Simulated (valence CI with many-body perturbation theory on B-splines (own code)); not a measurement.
# Sr XV: key properties

Level of theory: configuration interaction combined with many-body perturbation theory (CI+MBPT): six valence electrons over a frozen Dirac-Fock core [Ar], radial functions for each j: 7 s, 7 p, 8 d, 6 f, 4 g, 1 h, with the one-electron correlation potential Σ1 (screened to all orders), the two-electron term Σ2, the three-electron term Σ3, Breit, model QED; selected single and double excitations, second order for the rest, scaled by the run's own slope (own B-spline code, finite nucleus).

No measured levels were compared; by estimate terms of the open shell hold to 2 to 4 % of their energy, and close levels can change places. Core correlation moves these levels by up to 7000 cm⁻¹, and in measured spectra 5 to 20 % of such shifts remained as error; rates that hang on mixing are uncertain with them. Among the levels kept, up to 680 cm⁻¹ of a level comes from second order outside the variational space, and about a tenth of that is noise between levels of different J, which matters for small intervals. Only levels of the ground parity were solved; by the run's estimate the other parity begins above the list, which can be wrong where configurations are misplaced.

Names give the largest LS component (configuration and term), which can be under half, so a name can repeat, a term be missing and a line seem to break the LS rules; names also repeat where a configuration has a term twice.

Rates and lifetimes use the calculated energies. Strong lines usually hold to 10 to 20 %, long lifetimes can be off by a factor of two.

**Question.** What is the ground level?

**Answer.** 3d6 5D_4, composition 96 % 3d6 5D + 4 % 3d6 3F, g = 1.488.

**Question.** How well does LS coupling describe the low levels?

**Answer.** Among the lowest 20 levels the leading LS term, summed over configurations, holds 82 % on average. For single configurations the figures are 82 % in LS and 62 % in jj coupling. Terms mix most in the J = 4 level at 55077 cm⁻¹, where the leading one holds 32 %.

**Question.** What is the ionisation energy?

**Answer.** 499.77 eV; NIST lists 499 ± 3 eV (theoretical).

**Question.** Name the longest-lived excited levels whose lifetime is computed, and their main decay.

**Answer.** 3d6 3H_6 at 57944 cm⁻¹ lives 4420 s, mostly by E2 to 3d6 5D_4; 3d6 5D_0 at 15795 cm⁻¹ lives 7.86 s, mostly by M1 to 3d6 5D_1.

**Question.** How is the term 5D of the ground level split?

**Answer.** J = 4 at 0.0, J = 3 at 8264, J = 2 at 11813, J = 1 at 14858, J = 0 at 15795 cm⁻¹.
